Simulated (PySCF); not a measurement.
FH7O2Si3.

```xyz
13

Si     0.2568     1.1774    -0.0338
F      0.0560     1.5327     1.5297
O      1.4915     0.1150    -0.1580
Si     1.9361    -1.4876    -0.0959
O     -1.1365     0.5245    -0.5834
Si    -2.3386    -0.5938    -0.3077
H      0.5704     2.4104    -0.7693
H      0.8500    -2.3335    -0.6771
H      2.1731    -1.8955     1.3183
H      3.1841    -1.6564    -0.8891
H     -3.5673     0.1040     0.1647
H     -1.8944    -1.5779     0.7245
H     -2.6208    -1.3051    -1.5854
```

Geometry: PBE0-D3(BJ)/def2-SVP. One conformer was computed; it need not be the lowest.

These are PBE/pcSseg-1 run with PySCF values and carry that method's errors. Non-relativistic, no solvent.

Task: Give the absolute GIAO shielding of each atom: isotropic value and principal components (ppm). (Estimate from the structure and the level; the computed values follow.)

Result: 
```tsv
atom	σ(iso)	σ11	σ22	σ33	span
Si1	405.8	398.3	406.5	412.5	14.3
F2	292.4	237.7	259.1	380.5	142.9
O3	271.9	239.6	278.4	297.8	58.2
Si4	375.2	328.9	343.5	453.3	124.4
O5	276.3	246.9	283.1	298.8	51.9
Si6	373.7	326.2	343.6	451.2	125.0
H7	26.7	23.1	23.7	33.3	10.3
H8	25.8	22.1	25.4	29.7	7.6
H9	25.8	22.6	24.2	30.7	8.1
H10	26.0	22.7	24.2	31.1	8.4
H11	25.9	22.6	24.2	31.0	8.5
H12	25.7	22.4	24.9	29.9	7.5
H13	26.0	23.0	24.2	30.8	7.9
```
